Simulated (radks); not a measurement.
Species: Sn6+. Configuration: [Ar] 3d10 4s1 4p6 4d8 4f1 (not the ground configuration).

Calculated with a radial shooting solver on a logarithmic mesh with Libxc functionals: scalar-relativistic Kohn-Sham, r2SCAN, spin-unpolarised, spherical densities, finite nucleus; meta-GGA in the generalised Kohn-Sham scheme; Fermi nuclear charge, rms radius 4.6519 fm.

Energy parts (hartree):
total: -6161.46736
kinetic: 6433.37492
electron-nucleus: -14748.09211
Hartree: 2314.99577
exchange-correlation: -161.74594

Orbitals (lengths in bohr, moments of r in powers of bohr):
| orbital | occ. | eigenvalue (hartree) | <r^4> |
|---|---|---|---|
| 1s | 2 | -1071.926 | 3.412e-06 |
| 2s | 2 | -165.4979 | 0.0005924 |
| 2p | 6 | -148.8401 | 0.0004268 |
| 3s | 2 | -35.03641 | 0.02611 |
| 3p | 6 | -29.55143 | 0.02767 |
| 3d | 10 | -21.13186 | 0.02519 |
| 4s | 1 | -8.37582 | 0.7789 |
| 4p | 6 | -6.66951 | 1.056 |
| 4d | 8 | -4.13148 | 2.068 |
| 4f | 1 | -1.70152 | 16.69 |
| 5s | 0 | -2.75009 | 19.03 |
| 5p | 0 | -2.28220 | 29.61 |

The highest occupied level is 4f at -46.301 eV. The configuration is held as typed, so some empty levels lie below it. The electron density at the nucleus is 1.961e+05 e/bohr^3 (large components only). The density falls to 0.001 e/bohr^3 at r = 2.92 bohr. Summed over all electrons, <r^2> = 20.10 bohr^2, which gives a Langevin (diamagnetic) susceptibility term of -15.9 x 10^-6 cm^3/mol.
